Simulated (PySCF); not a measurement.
Computed IR spectrum (relative IR intensity) of a molecule CH2FNOSi. The structure is a stationary point at B3LYP-D3(BJ)/def2-SVP. Other conformers were not sampled. These are PySCF with B3LYP-D3(BJ)/def2-SVP values and carry that method's errors. Frequencies are harmonic and unscaled.

| ν (cm⁻¹) | relative intensity |
|---|---|
| 612 | 9.1 |
| 623 | 2.3 |
| 693 | 9.4 |
| 955 | 27 |
| 983 | 14 |
| 1538 | 3.4 |
| 2283 | 9.1 |
| 2287 | 10 |
| 2458 | 100 |

Which structure fits?
A) O=C=N[SiH2]F
B) N#CO[SiH2]F
C) F[Si@H]1N=CO1

A, O=C=N[SiH2]F
